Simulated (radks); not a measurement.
Initial-state core-level shifts of neutral platinum when its valence configuration changes from [Xe] 4f14 5d9 6s1. Calculated with a radial shooting solver on a logarithmic mesh with Libxc functionals: scalar-relativistic Kohn-Sham, r2SCAN, spin-polarised, spherical densities, finite nucleus; open shells are filled with parallel spins first (spin-orbit coupling, left out, can overturn this in heavy ions); meta-GGA in the generalised Kohn-Sham scheme; Fermi nuclear charge, rms radius 5.427 fm. Shifts are changes of the shell-averaged eigenvalues in eV (positive: less bound); the change of the density at the nucleus, which sets a Mossbauer isomer shift, is in e/bohr^3, on a base of 2.116e+06.

valence                    1s       2p       4d      5s  density at nucleus
4f14 5d9 6p1           -2.084   -2.034   -2.056  -2.100              -126.1
4f14 5d8.5 6s1.5       -1.481   -1.536   -1.523  -1.466               +70.6
4f14 5d9 6s0.5 6p0.5   -1.091   -1.066   -1.077  -1.099               -62.6
4f13 5d9 6s2          -14.861  -15.949  -14.666  -7.021              +281.9
4f14 5d8 6s1 6p1       -4.670   -4.750   -4.738  -4.643               +24.3
4f14 5d10              +2.522   +2.622   +2.612  +2.530              -130.4
4f13 5d9 6s1 6p1      -16.635  -17.685  -16.424  -8.812              +153.0
4f14 5d8 6s2           -2.994   -3.106   -3.078  -2.953              +144.7
4f14 5d7.5 6s1.5 6p1   -6.336   -6.482   -6.443  -6.255              +106.1
